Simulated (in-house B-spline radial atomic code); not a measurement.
The numbers below are computed, except where a source is named.
**F in an electron gas of r_s = 1.5: phase shifts, screening and friction**

A nucleus sits in a uniform electron gas with a rigid positive background. The Kohn-Sham equations are solved self-consistently in the spin-unpolarised LDA (PW92), non-relativistic, on B-splines with outgoing waves at the boundary and partial waves to l = 8. The model has no lattice, no bands and no magnetic solution. Atomic units; δ_l are the phase shifts at the Fermi level, counted so that each bound state adds π, and good to about 0.0005.

The density parameter is r_s = 1.5 bohr.

```csv
l,δ_l (rad)
0,4.8140
1,2.4604
2,0.2618
3,0.0612
4,0.0153
5,0.0043
6,0.0012
7,0.0005
8,0.0002
```

Bound levels below the band bottom (hartree): s -23.44, s -0.6475, p -0.01379.

(1) Check the Friedel sum rule, and say where the screening charge sits.

(2) Find the transport cross section and the electronic stopping of a 2 keV F ion (mass 19.0 u).

Answers

(1) k_F = (9π/4)^(1/3)/r_s = 1.27944. The rule is Z = (2/π) Σ (2l + 1) δ_l. The terms are s 3.065, p 4.699, d 0.833, f 0.273 and 0.135 beyond, in all 9.004 against Z = 9. Bound states hold 4 s, 6 p, 0 d electrons, so the scattering states carry -1.00 in all; where a term is smaller than its bound count, the bound level has drawn weight out of the band.

(2) σ_tr = (4π/k_F²) Σ (l + 1) sin²(δ_l − δ_(l+1)). The terms for l = 0 to 3 are 0.5026, 1.3100, 0.1191, 0.0084, all together 1.9408, so σ_tr = 7.677 × 1.9408 = 14.899 bohr². With n = 3/(4π r_s³) = 0.07074, the friction coefficient is Q = n k_F σ_tr = 1.3484. For v well below v_F = 1.279, dE/dx = Q v; with 24801 eV per u at v = 1, v = √(2000/(24801 × 19.0)) = 0.0651, so dE/dx = 0.08784 hartree/bohr = 45.2 eV/nm. The largest term couples the p and d waves.
